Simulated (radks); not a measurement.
Results of a calculation; reference values are marked as such.
Isoelectronic series with 6 electrons, all held in the configuration [He] 2s2 2p2, which need not be the ground one along the series. Level of theory: Dirac Kohn-Sham, PBE, spin-unpolarised, spherical densities, finite nucleus; open shells are shared between the two j in proportion to 2j + 1; Fermi nuclear charge, rms radius of each element as measured or else 0.836 A^(1/3) + 0.57 fm (a radial shooting solver on a logarithmic mesh with Libxc functionals). Total energies (hartree) and orbital eigenvalues (eV):

ion    E (hartree)      2p3/2      2p1/2
C        -37.76481    -5.2824    -5.2911
S10+    -335.77438  -471.1417  -472.8704
Sc15+   -599.05575  -960.5490  -966.4965
Fe20+   -939.83202  -1620.830  -1636.136
Ga25+  -1359.52624  -2452.518  -2485.502
Kr30+  -1859.93839  -3456.348  -3519.419
Nb35+  -2443.28518  -4633.246  -4743.919
Pd40+  -3112.24891  -5984.318  -6166.391
Sb45+  -3870.05480  -7510.854  -7795.788
